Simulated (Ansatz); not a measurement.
The first iterations of a band of BrGeH5OSi (9 atoms, charge 0, multiplicity 1).

These are results of Ansatz 0.2.0, RKS PBE0/def2-SVP, not measurements.

```json
{
 "movable images": "7",
 "climbing image": "yes",
 "spring": "5.0 eV/Å²",
 "optimiser": "quadratic models (default)",
 "start path": "straight line",
 "force threshold": "0.03 eV/Å",
 "iteration limit": "55",
 "end points": "relaxed"
}
```

Initial state:

```xyz
9
Properties=species:S:1:pos:R:3
O 0.309 0.973 -1.750
Ge -0.483 0.681 -0.187
Si 0.755 -1.041 0.892
Br -2.636 -0.129 -0.571
H -0.150 1.623 -2.295
H -0.694 2.017 0.555
H 2.151 -0.578 1.150
H 0.758 -2.238 0.005
H 0.079 -1.354 2.185
```

Final state:

```xyz
9
Properties=species:S:1:pos:R:3
O 0.096 1.452 -1.134
Ge -0.555 1.039 0.958
Si 0.730 -1.070 0.823
Br -2.504 -0.013 -0.057
H -0.463 0.823 -1.623
H -0.217 2.328 -1.399
H 2.173 -0.881 1.189
H 0.682 -1.659 -0.556
H 0.147 -2.064 1.781
```

| iteration | highest image above the first end (eV) | largest band force component (eV/Å) |
| --- | --- | --- |
| 1 | 5.892 | 26.315 |
| 2 | 2.387 | 1.777 |
| 3 | 2.279 | 1.006 |

Q: Does the band converge within its limit, and where does its top end?

A: The run converged. It ended after 11 iterations with the highest image 2.383 eV above the first end. Neighbouring images differ by up to 1.2 eV, so the band resolves the path poorly. Another band between the same ends (7 images) ends at a top of the same energy, where a vibrational analysis finds 1 clearly imaginary mode. The orbitals stay closed-shell, which can raise the energy where a bond breaks towards radicals; this wasn't checked here.

Run time: 3.9 min on 2 threads of Intel(R) Xeon(R) Platinum 8488C (Sapphire Rapids), with other jobs on the host, peak memory 0.36 GiB.
